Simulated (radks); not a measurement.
The numbers below are computed, except where a source is named.
The calcium ion Ca+, configuration [Ar] 4s1. Code: a radial shooting solver on a logarithmic mesh with Libxc functionals. Model: non-relativistic Kohn-Sham, PBE, spin-polarised, spherical densities, point nucleus; open shells are filled with parallel spins first.

Normalised radial functions P(r) = r R(r), r in bohr:

r,3p up
0.009585,0.0071
0.01098,0.0091
0.01258,0.0118
0.01441,0.0152
0.01638,0.0193
0.01877,0.0247
0.0215,0.0316
0.02464,0.0402
0.028,0.0502
0.03208,0.0633
0.03675,0.0794
0.04211,0.0989
0.04786,0.1208
0.05483,0.1482
0.06282,0.1800
0.07197,0.2163
0.0818,0.2541
0.09371,0.2973
0.1074,0.3422
0.123,0.3861
0.1398,0.4238
0.1602,0.4557
0.1835,0.4741
0.2102,0.4731
0.2389,0.4493
0.2738,0.3945
0.3136,0.3059
0.3593,0.1826
0.4084,0.0372
0.4679,-0.1416
0.5361,-0.3343
0.6142,-0.5259
0.698,-0.6904
0.7997,-0.8315
0.9162,-0.9225
1.05,-0.9535
1.193,-0.9266
1.367,-0.8458
1.566,-0.7254
1.794,-0.5840
2.039,-0.4486
2.336,-0.3169
2.676,-0.2078
3.066,-0.1259
3.485,-0.0723
3.993,-0.0361
4.574,-0.0159
5.241,-0.0061
5.957,-0.0021
6.824,-0.0006
7.819,-0.0001
8.958,0.0000
10.18,0.0000
11.66,0.0000

3p up: eigenvalue -34.937 eV, 1 radial node at r = 0.421 bohr, <r> = 1.27 bohr, 90 % of the charge inside 1.96 bohr.
